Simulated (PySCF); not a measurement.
Compound: C3H6O2Si.
Bonds: O1–C2 (double), C2–C3, C3–C4, C4–Si5, Si5–O6, C2–O6. Hydrogens: H7, H8 on C3; H9, H10 on C4; H11, H12 on Si5.

Method used: delta-SCF UKS SCAN, pcX-2 on the ionised atom, pcseg-1 elsewhere, spin-free X2C in PySCF 2.14.0. Each binding energy is the total energy of the core-ionised species, with the hole localised on one atom, minus that of the ground state; both are solved self-consistently, so orbital relaxation is included.

Some binding energies are withheld.

```tsv
atom(s)	bonded to	level	binding energy (eV)
C2	O (double bond), O and C	C 1s	294.63
C3	2 C and 2 H	C 1s	?
C4	C, 2 H and Si	C 1s	290.78
O1	C (double bond)	O 1s	537.53
O6	C and Si	O 1s	?
Si5	O, C and 2 H	Si 1s	1847.56
Si5	O, C and 2 H	Si 2p3/2	?
```

Task: Fill in O 1s for O6.

Result: 538.86 eV (oxygen singly bound to a carbonyl carbon). The other listed O 1s value is that of O1; the shift against it is +1.33 eV.

Task: Fill in C 1s for C3.

Result: 291.41 eV (sp3 carbon next to a carbonyl). The nearest listed C 1s value is that of C4; the shift against it is +0.63 eV.

Task: Fill in Si 2p3/2 for Si5.

Result: 107.76 eV (oxygen-bound silicon), with 2p1/2 at 108.39 eV.

Lowest listed C 1s: C4, bonded to C, 2 H and Si. Highest, 3.85 eV above it: C2, bonded to O (double bond), O and C. Summing the Pauling electronegativity differences to the bonded atoms, each weighted by its formal bond order, gives -1.35 for the lowest site and +2.67 for the highest; no listed site has a larger sum than the highest.

Task: Which effective nuclear charge Zeff reproduces each element's mean 1s value in the hydrogen-like formula E = 13.606 eV × Zeff²?

Result: C (Z = 6): mean 292.3 eV, Zeff = 4.63, Z − Zeff = 1.37; O (Z = 8): mean 538.2 eV, Zeff = 6.29, Z − Zeff = 1.71; Si (Z = 14): mean 1847.6 eV, Zeff = 11.65, Z − Zeff = 2.35. Means run over the listed sites, weighted by atom count.

Spin–orbit coupling isn't in the SCF: each 2p doublet comes from a relaxed spin-free hole plus a matrix of the shell (mean-field spin–orbit coupling and the ground-state 2p splitting), with 2p3/2 averaged over its two sublevels. 2p1/2 minus 2p3/2 (ligand field included): Si 0.63 eV. Isolated species at its GFN2-xTB geometry (one conformer only).

The run took 1.9 min on an Arm Neoverse N1 with one thread, no GPU, shared host with 64 logical CPUs at a one-minute load of 58, and the process peaked at 0.63 GiB of memory.
